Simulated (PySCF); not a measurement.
# Continuum solvent and chemical shifts

Molfile (atoms numbered from 1):
```
C5H6F2O2
     RDKit          3D

 15 16  0  0  0  0  0  0  0  0999 V2000
    2.3159    0.3015   -0.6160 F   0  0  0  0  0  0  0  0  0  0  0  0
    1.5101    0.2423    0.4774 C   0  0  2  0  0  0  0  0  0  0  0  0
    1.6000   -0.9844    1.1278 O   0  0  0  0  0  0  0  0  0  0  0  0
    0.2191   -1.2865    0.8821 C   0  0  0  0  0  0  0  0  0  0  0  0
    0.0351    0.0317    0.1426 C   0  0  1  0  0  0  0  0  0  0  0  0
   -1.0650    1.0582    0.3867 C   0  0  0  0  0  0  0  0  0  0  0  0
   -1.3882    1.0799   -1.0074 O   0  0  0  0  0  0  0  0  0  0  0  0
   -0.4552    0.0869   -1.3032 C   0  0  2  0  0  0  0  0  0  0  0  0
   -1.0535   -1.0666   -1.7050 F   0  0  0  0  0  0  0  0  0  0  0  0
    1.7766    1.0984    1.1244 H   0  0  0  0  0  0  0  0  0  0  0  0
   -0.3553   -1.3823    1.8179 H   0  0  0  0  0  0  0  0  0  0  0  0
    0.0826   -2.1907    0.2682 H   0  0  0  0  0  0  0  0  0  0  0  0
   -1.9072    0.7094    1.0078 H   0  0  0  0  0  0  0  0  0  0  0  0
   -0.7257    2.0425    0.7502 H   0  0  0  0  0  0  0  0  0  0  0  0
    0.2642    0.3794   -2.0854 H   0  0  0  0  0  0  0  0  0  0  0  0
  1  2  1  0
  2  3  1  0
  3  4  1  0
  5  4  1  1
  5  6  1  0
  6  7  1  0
  7  8  1  0
  8  9  1  0
  5  2  1  0
  8  5  1  0
  2 10  1  1
  4 11  1  0
  4 12  1  0
  6 13  1  0
  6 14  1  0
  8 15  1  6
M  END
```

GIAO PBE0/pcSseg-1 in PySCF on one PBE0-D3(BJ)/def2-SVP conformer, non-relativistic, equivalent nuclei averaged. Solvents enter as an IEF-PCM continuum (chloroform with ε = 4.7, dimethylsulfoxide with ε = 46.8) around the gas-phase geometry. Shifts are referred to CFCl3, TMS computed in the same medium.

Gas phase, δ in ppm: F1 -127.3, F9 -135.9, C2 115.0, C8 112.6, C6 73.0, C4 69.2, C5 50.0, H15 6.02, H10 5.81, H12 4.88, H13 4.61, H14 4.51, H11 4.24. Dipole moment 2.56 D.

Q: How does each δ change in the continuum?

A: 
```json
{"atoms": "F1", "environment": "fluorine on an sp3 carbon", "Δδ, chloroform": "-3.1", "Δδ, dimethylsulfoxide": "-4.3"}
{"atoms": "F9", "environment": "fluorine on an sp3 carbon", "Δδ, chloroform": "-2.4", "Δδ, dimethylsulfoxide": "-3.2"}
{"atoms": "C2", "environment": "sp3 CH bonded to F and O", "Δδ, chloroform": "+1.6", "Δδ, dimethylsulfoxide": "+2.2"}
{"atoms": "C8", "environment": "sp3 CH bonded to F and O", "Δδ, chloroform": "+1.4", "Δδ, dimethylsulfoxide": "+2.0"}
{"atoms": "C6", "environment": "sp3 CH2 bonded to O", "Δδ, chloroform": "+1.7", "Δδ, dimethylsulfoxide": "+2.4"}
{"atoms": "C4", "environment": "sp3 CH2 bonded to O", "Δδ, chloroform": "+1.6", "Δδ, dimethylsulfoxide": "+2.2"}
{"atoms": "C5", "environment": "quaternary sp3 carbon in a ring", "Δδ, chloroform": "+1.1", "Δδ, dimethylsulfoxide": "+1.6"}
{"atoms": "H15", "environment": "hydrogen on an sp3 CH bonded to F and O", "Δδ, chloroform": "+0.08", "Δδ, dimethylsulfoxide": "+0.12"}
{"atoms": "H10", "environment": "hydrogen on an sp3 CH bonded to F and O", "Δδ, chloroform": "+0.19", "Δδ, dimethylsulfoxide": "+0.28"}
{"atoms": "H12", "environment": "hydrogen on an sp3 CH2 bonded to O", "Δδ, chloroform": "+0.08", "Δδ, dimethylsulfoxide": "+0.09"}
{"atoms": "H13", "environment": "hydrogen on an sp3 CH2 bonded to O", "Δδ, chloroform": "+0.22", "Δδ, dimethylsulfoxide": "+0.30"}
{"atoms": "H14", "environment": "hydrogen on an sp3 CH2 bonded to O", "Δδ, chloroform": "+0.25", "Δδ, dimethylsulfoxide": "+0.36"}
{"atoms": "H11", "environment": "hydrogen on an sp3 CH2 bonded to O", "Δδ, chloroform": "+0.26", "Δδ, dimethylsulfoxide": "+0.37"}
```

Changes are relative to the gas phase. The dipole moment becomes 3.01 D in chloroform, 3.23 D in dimethylsulfoxide.

Q: Which of the listed nuclei move most (in ppm), and what does the model miss? (N and O are left out, as their reference compounds move with the solvent too.)

A: F1 (fluorine on an sp3 carbon, -4.3 ppm) in dimethylsulfoxide. A continuum only polarises the solute; specific hydrogen bonds, the anisotropy of aromatic solvents and changes of geometry or conformer are outside it.
